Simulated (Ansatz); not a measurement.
The same molecule with X = Ti, Zr, Hf. Ansatz, PBE0-D4/def2-TZVP geometries, multiplicity 1. Each molecule was computed in one conformer, which needn't be the lowest.

Elements past krypton have def2 core potentials. Scalar relativity is left out up to krypton.

| X | molecule | mean X–O bond length / Å | mean X–S bond length / Å | HOMO energy (ωB97M-V/def2-TZVPP) / eV | zero-point energy (PBE0-D4/def2-TZVP) / kJ/mol | size of the dipole moment (PBE/def2-TZVPP) / D |
| --- | --- | --- | --- | --- | --- | --- |
| Zr | `[OH][Zr]([SH])([SH])[SH]` | 1.894 | 2.440 | -9.64 | 101.4 | 2.95 |
| Hf | `[OH][Hf]([SH])([SH])[SH]` | 1.892 | 2.442 | -9.65 | 101.3 | 1.83 |

Give the row for X = Ti, `[OH][Ti]([SH])([SH])[SH]`. (Best estimate.)

Computed: 
| X | molecule | mean X–O bond length / Å | mean X–S bond length / Å | HOMO energy (ωB97M-V/def2-TZVPP) / eV | zero-point energy (PBE0-D4/def2-TZVP) / kJ/mol | size of the dipole moment (PBE/def2-TZVPP) / D |
| --- | --- | --- | --- | --- | --- | --- |
| Ti | `[OH][Ti]([SH])([SH])[SH]` | 1.757 | 2.284 | -9.63 | 105.1 | 1.35 |

From Ti to Hf the mean X–O bond length isn't monotonic: highest at Zr, lowest at Ti; the mean X–S bond length rises at each step, by 0.158 Å in all; the HOMO energy (ωB97M-V/def2-TZVPP) hardly changes; the zero-point energy (PBE0-D4/def2-TZVP) falls at each step, by 3.8 kJ/mol in all. Dipoles are sizes alone, and their direction can turn along the series.
